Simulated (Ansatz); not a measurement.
`CB(C)[SiH2]Cl` + `C=C=N` → `C=C=NB(C)C` + `[SiH3]Cl`  (cleavage of the B–Si bond)

Isolated molecules relaxed with PBE0-D4/def2-TZVP in Ansatz; ΔE leaves out vibrations. CCSD(T)/CBS adds triple-zeta CCSD(T) − MP2 to the extrapolated MP2 energy (def2 sets, frozen cores). This one scheme is used for every species. One conformer a species, not always the lowest.

| species | SCS-MP2/def2-TZVPP energy (Eh) |
| --- | --- |
| `CB(C)[SiH2]Cl` | -854.39946 |
| `C=C=N` | -132.43716 |
| `C=C=NB(C)C` | -236.31390 |
| `[SiH3]Cl` | -750.57633 |

Work out ΔE.

ΔE = (-236.31390) + (-750.57633) − (-854.39946) − (-132.43716) = -0.05361 Eh = -140.8 kJ/mol. CCSD(T)/CBS gives -131.0 kJ/mol.

Largest T1 diagnostic among the species: 0.015.

The D4 term adds +4.8 kJ/mol with B3LYP and +2.6 kJ/mol with PBE0; it sums over pairs of atoms, weighted by their polarisabilities, and B3LYP, whose exchange is more repulsive, gets the larger term.

B3LYP here is the variant with VWN-RPA as its local correlation; programs differ in this.
